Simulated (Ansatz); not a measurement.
Reaction (atomization): `O/C=C\I` → 2 C• + 3 H• + I• + O•

Program: Ansatz. Geometries: PBE0-D4/def2-TZVP. ΔE: electronic, gas phase. CBS: MP2 limit from def2 TZ/QZ plus the TZ coupled-cluster correction, frozen cores. This one scheme is used for every species, atoms too. Functionals use def2-TZVPP. No spin–orbit coupling; open shells (•) take unrestricted orbitals. Spin–orbit coupling would lower the free atoms: a little for C, O; strongly for I. def2 core potentials past Kr. For I outer-core shells are correlated without core-valence functions, so the limit isn't a true one: a few kJ/mol of doubt a bond, and 10 to 20 or more in all where bonds break to atoms. Each species was taken in one conformer, which may not be the lowest.

(1) What is ΔE at CCSD(T)/CBS? (Best estimate.)

(2) What do these levels give: revPBE, CAM-B3LYP, CCSD(T)/def2-SVP, MP2/def2-QZVPP, MP2/CBS(def2), CCSD/CBS(def2)? (Estimate.)

Largest T1 diagnostic among the species: 0.011.

## Answers

(1) The calculation gave: +27.20 eV.

(2) The calculation gave: revPBE 26.89, CAM-B3LYP 26.96, CCSD(T)/def2-SVP 25.51, MP2/def2-QZVPP 27.68, MP2/CBS(def2) 28.03, CCSD/CBS(def2) 26.59 eV.

Leaving LDA and LC-ωPBE aside and taking each functional with its dispersion term where it has one, the values, not all of them listed here, spread over 2.39 eV, from BHLYP-D4 to PBE-D4. LDA lies +4.00 eV from PBE without D4, its usual overbinding. From r2SCAN to r2SCAN0 (25 % exact exchange), in def2-TZVPP and without D4, ΔE moves by −0.67 eV: exact exchange takes away binding that semilocal exchange gives to molecules.

For atomizations the MP2-based limit and the directly extrapolated one differ by several kJ/mol either way, and by 10 to 25 for some Ge, Se and Sn compounds, so smaller differences from it don't rank the levels.
